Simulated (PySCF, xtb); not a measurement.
CH4AlFO, SMILES [CH3][Al]([OH])[F].

xtb 6.7.1 with GFN2-xTB at its own geometry gives an orbital gap of 4.78 eV and a dipole moment of 2.79 D.

The structure is a stationary point at B3LYP-D3(BJ)/def2-SVP. The values are those of a single conformer.

Question: What does ωB97X/def2-TZVPD (PySCF) give? (Estimate from the structure and the level; the computed values follow.)

Answer: gap 12.38 eV (levels -11.46 and 0.92 eV), dipole 0.73 D.
